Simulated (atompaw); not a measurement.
Nb (Z = 41): one change to a PAW (atompaw) potential, before and after

- Element: niobium (Nb)
- Generator: atompaw 4.2.0.5
- Type: PAW
- Functional: LDA (PW92)
- Relativity: scalar-relativistic
- Frozen core: [Ar] 3d10
- Valence charge: 13
- Reference configuration: 4s2 4p6 4d4 5s0 5p0 (charge +1)
- Partial waves: 4s (bound): rc 1.90 bohr; 5s (bound, empty): rc 2.55 bohr; 4p (bound): rc 2.20 bohr; 5p (bound, empty): rc 2.55 bohr; 4d (bound): rc 2.55 bohr; 4d channel at 0.2 Ry: rc 2.50 bohr
- Local potential: ultrasoft scheme with l = 3 at -0.5 Ry, radius 2.00 bohr
- Core correction: smooth core density matched at 2.10 bohr
- Augmentation charge: sinc compensation charge, radius 1.95 bohr; PAW radius 2.55 bohr; waves and projectors: modrrkj vanderbiltortho

Change: local potential ultrasoft scheme with l = 3 at -0.5 Ry, radius 1.64 bohr.

Cutoffs: the cutoffs (Ry, on a coarse ladder) from which the occupation-weighted sum of valence levels, in a spherical-Bessel basis at the reference potential, stays within 10 and 1 mRy of its value at 400 Ry; they do not see the model core or the augmentation charge, which bear on the density cutoff.

**Question.** What does the change do?

**Answer.** The potential gets softer (21 Ry and 30 Ry → 18 Ry and 30 Ry); neither file shows a bound ghost.

| quantity | base | changed |
| --- | --- | --- |
| cutoff, loose | 21 Ry | 18 Ry |
| cutoff, tight | 30 Ry | 30 Ry |
| bound ghosts | none | none |
| s: phases at 2.57 bohr within 0.05 rad from the reference energy up to (Ry; the scan ends near 5) | 3.5 | 3.3 |
| p: phases at 2.57 bohr within 0.05 rad from the reference energy up to (Ry; the scan ends near 5) | to the end of the scan | to the end of the scan |
| d: phases at 2.57 bohr within 0.05 rad from the reference energy up to (Ry; the scan ends near 5) | -0.7 | -0.7 |
| lowest overlap eigenvalue by channel | s 0.78, p 0.97, d 1.00 | s 0.75, p 0.95, d 1.00 |

 The cutoffs see the waves, projectors and local potential, not the compensation charge or the core.
